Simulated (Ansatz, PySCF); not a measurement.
Breaking a bond: Mg₂, singlet.

- RKS-PBE = restricted PBE/cc-pVTZ run with Ansatz (a program for electronic structure)
- UKS-PBE = Ansatz with unrestricted PBE/cc-pVTZ
- UKS-B3LYP = unrestricted B3LYP/cc-pVTZ run with PySCF
- UCCSD(T) = PySCF with CCSD(T) on UHF/cc-pVTZ, 2 core orbitals frozen

Energies relative to the lowest point of each curve near equilibrium, in kcal/mol; the last columns give the difference from UCCSD(T):

```tsv
R / Å	RKS-PBE	UKS-PBE	UKS-B3LYP	UCCSD(T)	RKS-PBE − UCCSD(T)	UKS-PBE − UCCSD(T)	UKS-B3LYP − UCCSD(T)
2.72	8.4	8.4	10.2	8.9	-0.5	-0.5	1.4
2.88	4.3	4.3	6.0	4.9	-0.6	-0.6	1.0
3.06	1.7	1.7	3.1	2.4	-0.6	-0.6	0.7
3.27	0.4	0.4	1.3	0.8	-0.4	-0.4	0.5
3.39	0.1	0.1	0.7	0.4	-0.3	-0.3	0.3
3.51	0.0	0.0	0.4	0.1	-0.1	-0.1	0.2
3.60	0.0	0.0	0.2	0.0	0.0	0.0	0.1
3.71	0.2	0.2	0.1	0.0	0.2	0.2	0.1
3.85	0.4	0.4	0.0	0.0	0.4	0.4	0.0
3.95	0.6	0.6	0.0	0.1	0.6	0.6	-0.1
4.19	1.2	1.2	0.0	0.2	0.9	0.9	-0.2
4.48	1.7	1.7	0.1	0.5	1.3	1.3	-0.3
4.86	2.3	2.3	0.3	0.8	1.5	1.5	-0.5
5.39	2.8	2.8	0.3	1.0	1.7	1.7	-0.7
5.91	3.0	3.0	0.4	1.2	1.8	1.8	-0.8
6.42	3.1	3.1	0.4	1.3	1.8	1.8	-1.0
7.17	3.2	3.2	0.3	1.5	1.7	1.7	-1.1
7.89	3.2	3.2	0.3	1.6	1.7	1.7	-1.2
8.77	3.2	3.2	0.3	1.6	1.6	1.6	-1.3
9.75	3.3	3.3	0.3	1.7	1.6	1.6	-1.4
10.85	3.3	3.3	0.3	1.7	1.6	1.6	-1.4
```

RKS-PBE is furthest from UCCSD(T) at 5.91 (1.8 kcal/mol, above); its mean absolute difference over the points is 1.0 kcal/mol.

UKS-PBE is furthest from UCCSD(T) at 5.91 (1.8 kcal/mol, above); its mean absolute difference over the points is 1.0 kcal/mol.

UKS-B3LYP is furthest from UCCSD(T) at 10.85 (-1.4 kcal/mol, below); its mean absolute difference over the points is 0.7 kcal/mol.

The unrestricted solution behind UCCSD(T) changes between 3.06 and 3.27 Å, which can leave a kink. The unrestricted determinant behind UCCSD(T) is spin-contaminated at 2.72 to 3.06 Å (<S²> up to 0.6, against 0.00 for a pure singlet).
